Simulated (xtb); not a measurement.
CH3O, doublet, from a rough starting geometry; GFN2-xTB in xtb 6.7.1.

Input for xtb:
```
$ xtb mol.xyz --gfn 2 --uhf 1 --opt vtight --json

# file mol.xyz
5

C     -0.45322158     0.05127817     0.07869097
O      0.82724244    -0.51831490    -0.00489578
H     -1.21757541    -0.63996373    -0.06746839
H     -0.55259335     1.10343283    -0.01292851
H      1.51701774     0.07636793    -0.04486623
```

The log (banner, timings and long lists left out):

```
   ID    Z sym.   atoms
    1    6 C      1
    2    8 O      2
    3    1 H      3-5

           -------------------------------------------------
          |                Calculation Setup                |
           -------------------------------------------------

           -------------------------------------------------
          |                 G F N 2 - x T B                 |
           -------------------------------------------------

          ...................................................
          :                      SETUP                      :
          :.................................................:
          :  # basis functions                  11          :
          :  # atomic orbitals                  11          :
          :  # shells                            7          :
          :  # electrons                        13          :
          :  max. iterations                   250          :
          :  Hamiltonian                  GFN2-xTB          :
          :  restarted?                      false          :
          :  GBSA solvation                  false          :
          :  PC potential                    false          :
          :  electronic temp.          300.0000000     K    :
          :  accuracy                    1.0000000          :
          :  -> integral cutoff          0.2500000E+02      :
          :  -> integral neglect         0.1000000E-07      :
          :  -> SCF convergence          0.1000000E-05 Eh   :
          :  -> wf. convergence          0.1000000E-03 e    :
          :  Broyden damping             0.4000000          :
          :  net charge                          0          :
          :  unpaired electrons                  1          :
          ...................................................

 iter      E             dE          RMSdq      gap      omega  full diag
   1     -7.7093115 -0.770931E+01  0.424E+00    9.90       0.0  T
   2     -7.7109303 -0.161883E-02  0.255E+00    9.90       1.0  T
   3     -7.7114088 -0.478511E-03  0.331E-01    9.84       1.0  T
   4     -7.7114275 -0.186950E-04  0.135E-01    9.85       1.0  T
   5     -7.7114318 -0.430279E-05  0.338E-02    9.86       1.3  T
   6     -7.7114324 -0.569804E-06  0.910E-03    9.87       4.9  T
   7     -7.7114324 -0.756333E-07  0.333E-03    9.86      13.4  T
   8     -7.7114325 -0.329365E-07  0.541E-04    9.86      82.7  T
   9     -7.7114325 -0.119345E-09  0.227E-04    9.86     197.3  T

[...]
         :: total energy              -7.632271867140 Eh    ::
 * total energy  :    -7.6322719 Eh     change       -0.5786305E-10 Eh
 * total energy  :    -7.6364665 Eh     change       -0.4194599E-02 Eh
 * total energy  :    -7.6370065 Eh     change       -0.5399902E-03 Eh
 * total energy  :    -7.6370811 Eh     change       -0.7460983E-04 Eh
 * total energy  :    -7.6371290 Eh     change       -0.4796158E-04 Eh
 * total energy  :    -7.6371422 Eh     change       -0.1320241E-04 Eh
 * total energy  :    -7.6371510 Eh     change       -0.8797590E-05 Eh
 * total energy  :    -7.6371545 Eh     change       -0.3514214E-05 Eh
 * total energy  :    -7.6371550 Eh     change       -0.4754724E-06 Eh
 * total energy  :    -7.6371550 Eh     change       -0.1400754E-07 Eh
   *** GEOMETRY OPTIMIZATION CONVERGED AFTER 10 ITERATIONS ***
         :: total energy              -7.637155031477 Eh    ::
[...]
        10                          0.2313424               6.2951
        11                          0.3447772               9.3819
      -------------------------------------------------------------
                  HL-Gap            0.3780392 Eh           10.2870 eV
             Fermi-level           -0.2372361 Eh           -6.4555 eV

     #   Z          covCN         q      C6AA      α(0)
     1   6 C        2.706    -0.015    28.353     8.716
     2   8 O        1.658    -0.353    19.954     6.030
     3   1 H        0.926     0.047     2.351     2.398
     4   1 H        0.926     0.019     2.743     2.590
     5   1 H        0.805     0.300     0.720     1.332

 Mol. C6AA /au·bohr⁶  :        189.866082
 Mol. C8AA /au·bohr⁸  :       3908.825789
 Mol. α(0) /au        :         21.065649

Wiberg/Mayer (AO) data.
largest (>0.10) Wiberg bond orders for each atom

 ---------------------------------------------------------------------------
     #   Z sym  total        # sym  WBO       # sym  WBO       # sym  WBO
 ---------------------------------------------------------------------------
     1   6 C    3.230 --     2 O    1.264     4 H    0.983     3 H    0.981
     2   8 O    2.175 --     1 C    1.264     5 H    0.895
     3   1 H    0.998 --     1 C    0.981
     4   1 H    1.000 --     1 C    0.983
     5   1 H    0.910 --     2 O    0.895
 ---------------------------------------------------------------------------

Topologies differ in total number of bonds
Writing topology from bond orders to xtbtopo.mol

molecular dipole:
                 x           y           z       tot (Debye)
 q only:        0.195       0.413       0.038
   full:        0.277       0.625      -0.038       1.740
molecular quadrupole (traceless):
                xx          xy          yy          xz          yz          zz
 q only:        1.972       1.262      -1.137       0.129      -0.064      -0.835
  q+dip:        2.046       2.472      -0.763       0.517      -0.198      -1.284
   full:        2.309       2.254      -1.116       0.444      -0.159      -1.193

optimized geometry written to: xtbopt.xyz

           -------------------------------------------------
          | TOTAL ENERGY               -7.637155031477 Eh   |
          | GRADIENT NORM               0.000052277223 Eh/α |
          | HOMO-LUMO GAP              10.286971585380 eV   |
           -------------------------------------------------

normal termination of xtb
```
